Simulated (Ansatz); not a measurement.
`[F][Ta](=[S])([Cl])[Cl]` + HCl → `[S]=[Ta]([Cl])([Cl])[Cl]` + H–F at 600 K and 1 bar (ligand exchange at a Ta–F bond).

Computed with Ansatz on PBE0-D4/def2-TZVP structures; ΔE is electronic, products minus reactants. CCSD(T)/CBS is the MP2 limit (def2-TZVPP, def2-QZVPP) plus CCSD(T) − MP2 in def2-TZVPP, frozen cores. This one scheme is used for every species. def2 core potentials past Kr. For Ta outer-core shells are correlated without core-valence functions, which leaves a few kJ/mol of doubt a bond.

| species | CCSD(T)/CBS energy (Eh) | H − E (kJ/mol) | S (J/(mol·K)) |
| --- | --- | --- | --- |
| `[F][Ta](=[S])([Cl])[Cl]` | -1474.26538 | 67.8 | 440.8 |
| HCl | -460.38127 | 35.4 | 207.2 |
| `[S]=[Ta]([Cl])([Cl])[Cl]` | -1834.25051 | 67.0 | 444.5 |
| H–F | -100.39570 | 42.3 | 194.0 |

H − E and S are ideal-gas, rigid-rotor, harmonic terms from PBE0-D4/def2-TZVP. 1 Eh = 2625.50 kJ/mol, R = 8.31446 J/(mol·K).

Q: By hand: ΔE, ΔH, ΔS and ΔG.

A: ΔE = (-1834.25051) + (-100.39570) − (-1474.26538) − (-460.38127) = 0.00044 Eh = 1.2 kJ/mol. Δ(H − E) = 67.0 + 42.3 − 67.8 − 35.4 = 6.1, so ΔH = 7.3 kJ/mol. ΔS = 444.5 + 194.0 − 440.8 − 207.2 = -9.5 J/(mol·K). ΔG = 7.3 − 600 × (-9.5)/1000 = 13.0 kJ/mol.

Q: By hand: the equilibrium constant, and the temperature at which ΔG would vanish if ΔH and ΔS stayed fixed.

A: log₁₀ K = −ΔG/(RT ln 10) = -1.1. ΔH and −TΔS have one sign here, so there is no such temperature.

TΔS isn't small against ΔH here. A doubt of 5 kJ/mol in ΔE shifts log₁₀ K by 0.4 here. These are equilibria of isolated gas molecules and say nothing of rates. Largest T1 diagnostic: 0.020 (customary marks: 0.02 for closed shells, 0.045 for open ones).
